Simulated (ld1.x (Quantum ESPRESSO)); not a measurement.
**Building the TM potential for silicon (LDA (PZ), scalar-relativistic).**

- Element: Si (Z = 14)
- Generator: ld1.x (Quantum ESPRESSO) 7.5
- Type: norm-conserving Troullier–Martins (Kleinman–Bylander form)
- Functional: LDA (PZ)
- Relativity: scalar-relativistic
- Frozen core: [Ne]
- Valence charge: 4
- Reference configuration: 3s2 3p2
- Partial waves: 3s (bound): rc 1.65 bohr; 3p (bound): rc 1.45 bohr
- Local potential: all-electron potential smoothed inside 1.10 bohr (lloc = -1)
- Core correction: Bessel-smoothed model core, default radius (core density twice the valence density)

What the tests gave:

```
Cutoffs needed           : 40 Ry and 60 Ry (the cutoffs (Ry, on a coarse ladder) from which the occupation-weighted sum of valence levels, in a spherical-Bessel basis at the reference potential, stays within 10 and 1 mRy of its value at 400 Ry)
Ghost test               : no extra level below or beside the all-electron valence levels (s, p, d, f tested) (spherical-Bessel basis up to 400 Ry, 20 bohr box)
Largest excitation error : +143 meV (all-electron minus pseudo) for 3s1 3p0, out of 7 test configurations
```

Generation and tests took about 1.1 s on one core of a shared server CPU.
